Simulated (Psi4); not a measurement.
H$_{4}$Ge, singlet, at a GFN2-xTB geometry.

Psi4 was given this input:
```
memory 2 GB

molecule {
0 1
Ge    0.00000000   -0.00000000    0.00000000
H    -0.59006963   -0.86482524   -1.04966053
H     0.55512279   -0.84636567    1.08323401
H    -1.04872747    0.88859607    0.55539157
H     1.08367430    0.82259483   -0.58896505
}

set {
  basis 6-311g**
  scf_type pk
  puream true
  d_convergence 1e-8
  dft_radial_points 99
  dft_spherical_points 590
}

energy('pbe')
print_variables()
```

Problem. Give the nuclear repulsion energy at the level Psi4 with PBE/6-311G**.

Solution. 47.0001 Eh

Problem. Give the number of basis functions at the level PBE/6-311G**.

Solution. 68

Problem. Predict the total energy from PBE/6-311G**.

Solution. -2079.0170 Eh

Problem. Estimate the dipole moment that PBE/6-311G** returns for this input.

Solution. 0.00 D
